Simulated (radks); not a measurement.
Problem. The lead ion Pb12+ is in [Xe] 4f14 5d2. Calculated with a radial shooting solver on a logarithmic mesh with Libxc functionals: scalar-relativistic Kohn-Sham, LDA (Slater exchange, Perdew-Wang correlation), spin-polarised, spherical densities, finite nucleus; Fermi nuclear charge, rms radius of each element as measured or else 0.836 A^(1/3) + 0.57 fm. Open shells are filled with parallel spins first. One electron is removed from 5d, 5s, 5p, 4f in turn, with full relaxation. Which removal costs least, and what does each cost?

Solution. 5d 223.75 eV; 5p 298.33 eV; 5s 362.62 eV; 4f 369.19 eV. The 5d electron leaves first.
